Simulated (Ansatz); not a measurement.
```yaml
crystal:
  periodic: [false, false, false]
  atoms:
    - {symbol: B, position_ang: [-1.565160, 1.999192, 1.283638]}
    - {symbol: C, position_ang: [-1.059444, 0.856508, 0.370643]}
    - {symbol: O, position_ang: [-0.374369, -0.188523, 1.033085]}
    - {symbol: Si, position_ang: [0.225192, -1.495688, 0.226726]}
    - {symbol: Si, position_ang: [1.910147, -0.911364, -1.304192]}
    - {symbol: H, position_ang: [-1.382366, 1.996264, 2.463219]}
    - {symbol: H, position_ang: [-2.153364, 2.902162, 0.762579]}
    - {symbol: H, position_ang: [-0.428420, 1.316441, -0.413284]}
    - {symbol: H, position_ang: [-1.928776, 0.467704, -0.191890]}
    - {symbol: H, position_ang: [-0.869380, -2.189000, -0.518334]}
    - {symbol: H, position_ang: [0.761501, -2.409326, 1.266097]}
    - {symbol: H, position_ang: [1.393508, 0.019669, -2.346092]}
    - {symbol: H, position_ang: [3.054832, -0.252721, -0.618386]}
    - {symbol: H, position_ang: [2.403199, -2.140518, -1.985009]}
basis:
  gaussian: {orbitals: x2c-TZVPPall}
hamiltonian: {xc: {name: SPW92}}
accuracy: high
output: {forces: true}
```

```sh
$ ansatz run in.yaml --threads 4 --pin off --events-out ev --progress --plain --max-ram 10444MiB
```

Shortened log:

```
Functional definition: SPW92
5398 factors; integrals over basis functions are off by at most 1.3e-7 eV
mean field evaluation 1: about -19591.6308 eV, gradient 6.5e1 eV
mean field evaluation 2: about -19553.0415 eV, gradient 1.5e2 eV
mean field evaluation 4: about -19600.7927 eV, gradient 1.4e1 eV
mean field evaluation 8: about -19601.1166 eV, gradient 9.9e-1 eV
mean field evaluation 16: about -19601.1190 eV, gradient 2.9e-4 eV
mean field -19601.11900184 eV, -720.3278372019 hartree, gradient 4.8e-8 eV, S^2 0.000000; 0 other end points of the search recorded, 0 dependent functions left out
reference -19601.11900709 eV, -720.3278373948 hartree; 28, 28 occupied and 275, 275 virtual orbitals, 5398 factors
Total energy: -19601.11900709 eV, -720.3278373948 hartree
Relativity: scalar
Atom 0 at    -1.565160     1.999192     1.283638 Å, force     0.170062    -0.407697    -0.404076 eV/Å
Atom 1 at    -1.059444     0.856508     0.370643 Å, force     0.077587     0.078730     0.851255 eV/Å
Atom 2 at    -0.374369    -0.188523     1.033085 Å, force    -0.058199     0.085940    -0.065728 eV/Å
Atom 3 at     0.225192    -1.495688     0.226726 Å, force     0.154588     0.239014    -0.146831 eV/Å
Atom 4 at     1.910147    -0.911364    -1.304192 Å, force    -0.231752    -0.052794     0.215537 eV/Å
Atom 5 at    -1.382366     1.996264     2.463219 Å, force     0.046612    -0.031718     0.189216 eV/Å
Atom 6 at    -2.153364     2.902162     0.762579 Å, force    -0.088558     0.126957    -0.103201 eV/Å
Atom 7 at    -0.428420     1.316441    -0.413284 Å, force     0.168589     0.145392    -0.267716 eV/Å
Atom 8 at    -1.928776     0.467704    -0.191890 Å, force    -0.257863    -0.088456    -0.198163 eV/Å
Atom 9 at    -0.869380    -2.189000    -0.518334 Å, force    -0.121266    -0.058025    -0.085841 eV/Å
Atom 10 at     0.761501    -2.409326     1.266097 Å, force     0.048107    -0.069585     0.115647 eV/Å
Atom 11 at     1.393508     0.019669    -2.346092 Å, force    -0.045993     0.084815    -0.095576 eV/Å
Atom 12 at     3.054832    -0.252721    -0.618386 Å, force     0.101521     0.055100     0.057668 eV/Å
Atom 13 at     2.403199    -2.140518    -1.985009 Å, force     0.036565    -0.107674    -0.062191 eV/Å
Dipole moment:    -0.077610     0.031312    -0.199758 e Å
```

Hardware: 4 threads of an Arm Neoverse V2 on a shared host. Wall time 24 s, peak host memory 2.5 GiB.
